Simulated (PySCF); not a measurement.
# Excitation energy of Rh²⁺ by level of theory

Rh²⁺ [Kr] 4d7 (4F) → Rh²⁺ [Kr] 4d6 5p1 (high-spin determinant), as a difference of total energies. Calculation: PySCF 2.14, in aug-cc-pwCVTZ-PP with ECP28MDF; scalar relativity through the core potential. Correlated levels: valence: 4s2 4p6 frozen; valence and next inner shell: nothing frozen outside the core potential. The calculations carry no spin-orbit coupling.

```json
{"method": "UHF", "excitation energy (eV)": "10.569"}
{"method": "LDA", "excitation energy (eV)": "10.922"}
{"method": "PBE", "excitation energy (eV)": "10.967"}
{"method": "PBE0", "excitation energy (eV)": "11.103"}
{"method": "r2SCAN", "excitation energy (eV)": "10.851"}
{"method": "wB97M-V", "excitation energy (eV)": "11.372"}
{"method": "M06", "excitation energy (eV)": "11.763"}
{"method": "B2PLYP", "excitation energy (eV)": "11.331"}
{"method": "MP2 (valence)", "excitation energy (eV)": "11.434"}
{"method": "SCS-MP2 (valence)", "excitation energy (eV)": "11.911"}
{"method": "MP2 (valence and next inner shell)", "excitation energy (eV)": "11.054"}
{"method": "SCS-MP2 (valence and next inner shell)", "excitation energy (eV)": "11.343"}
```

Question: How much does correlation contribute at MP2 (valence and next inner shell)?

Answer: 11.054 − (10.569) = 0.485 eV, measured against UHF.

The determinant of the upper state mixes LS terms, which raises its energy above the lowest term, most at the Hartree-Fock and MP2 levels.
